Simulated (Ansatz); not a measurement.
Geometry optimisation, Ansatz 0.2.0, RKS PBE/def2-SVP.

input.yaml

```yaml
crystal:
  periodic: [false, false, false]
  atoms:
    - { symbol: S, position_ang: [0.9156, 1.4293, -0.619] }
    - { symbol: C, position_ang: [-0.3146, 0.511, 0.3651] }
    - { symbol: B, position_ang: [-0.1087, -1.0408, 0.1329] }
    - { symbol: Br, position_ang: [1.7117, -1.8916, 0.7192] }
    - { symbol: H, position_ang: [0.2823, 1.0759, -1.8678] }
    - { symbol: H, position_ang: [-0.8107, -0.47214, -0.61055] }
    - { symbol: H, position_ang: [-0.141, 0.7594, 1.4428] }
    - { symbol: H, position_ang: [-0.9062, -1.6957, -0.2972] }
basis:
  gaussian: { orbitals: def2-SVP }
hamiltonian:
  xc: pbe
relax:
  f_tol: 0.02
  max_steps: 50
```

Run as:

```bash
$ ansatz run input.yaml --threads 2 --pin off --max-ram 3072MiB --backend cpu --events-out ev --progress --plain --runs-dir out
```

Where does it end, and by what steps?

The forces met the threshold. After 24 steps the energy has fallen by 5.326 eV; H6 moved furthest, 1.40 Å. Parted: B3–H6 (1.17 → 2.33 Å). Joined: S1–B3 (2.78 → 2.24 Å), C2–H6 (1.47 → 1.10 Å).

| step | energy less start (eV) | largest force component (eV/Å) | accepted |
| --- | --- | --- | --- |
| 0 | 0.0000 | 6.581 | yes |
| 1 | -1.7451 | 3.663 | yes |
| 2 | -3.1327 | 3.455 | yes |
| 3 | -4.0326 | 2.157 | yes |
| 4 | -4.5790 | 1.552 | yes |
| 5 | -4.8602 | 0.966 | yes |
| 6 | -4.9663 | 0.968 | yes |
| 7 | -5.0174 | 0.296 | yes |
| 8 | -5.0276 | 0.362 | yes |
| 9 | -5.0522 | 0.115 | yes |
| 10 | -5.0594 | 0.223 | yes |
| 11 | -5.0646 | 0.208 | yes |
| 12 | -5.0778 | 0.186 | yes |
| 13 | -5.0902 | 0.171 | yes |
| 14 | -5.1199 | 0.515 | yes |
| 15 | -5.1593 | 0.604 | yes |
| 16 | -5.2512 | 0.422 | yes |
| 17 | -5.2869 | 0.483 | yes |
| 18 | -5.2798 | 0.489 | no |
| 19 | -5.3042 | 0.389 | yes |
| 20 | -5.3224 | 0.110 | yes |
| 21 | -5.3252 | 0.060 | yes |
| 22 | -5.3255 | 0.050 | yes |
| 23 | -5.3259 | 0.053 | yes |
| 24 | -5.3260 | 0.011 | yes |

```xyz
8
Properties=species:S:1:pos:R:3
S 0.876 0.920 -0.833
C -0.401 0.314 0.394
B 0.231 -1.056 0.000
Br 1.560 -1.903 1.145
H 0.113 0.759 -1.951
H -1.419 0.593 0.072
H -0.139 0.755 1.372
H -0.192 -1.707 -0.932
```

Time of the run: 40 s on 2 threads of Intel(R) Xeon(R) Platinum 8488C (Sapphire Rapids) (shared host), peak memory 0.18 GiB.
